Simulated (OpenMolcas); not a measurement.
Ti2+ (d2) among equal point charges was computed by CASSCF with the d shell active (OpenMolcas, ANO-RCC-VDZP on the metal). Its lowest spin-free states, and all those of the highest spin:

| 2S+1 | Degeneracy | E (cm-1) |
| --- | --- | --- |
| 3 | 1 | 0.0 |
| 3 | 2 | 6079 |
| 1 | 1 | 10211 |
| 1 | 1 | 10398 |
| 3 | 2 | 12441 |
| 3 | 1 | 13338 |
| 1 | 1 | 16503 |
| 1 | 2 | 16698 |
| 1 | 2 | 21407 |
| 1 | 1 | 23947 |
| 3 | 2 | 24705 |
| 3 | 1 | 25755 |
| 3 | 1 | 42187 |

Is the site octahedral, tetrahedral or cube-like, axial, or of lower symmetry?

The states with 2S+1 = 3 have orbital degeneracies 1, 2, 2, 1, 2, 1, 1. There are pairs but no triples, so the site is axial: not cubic, but with a proper or improper axis of order three or more. The run had Ti2+ among 5 point charges of -2 e arranged as a square pyramid (C4v), 1.95 Å from the ion, with the axial distance 2.321 Å. The active orbitals were held to one l.

Without dynamic correlation the repulsion within the d shell is too large (B by tens of per cent), so at a given field states of lower spin stand too high. This is an electrostatic model: the charges have no orbitals. An unlabelled pair can be two single states that coincide in this model. No measured value stands beside these numbers.
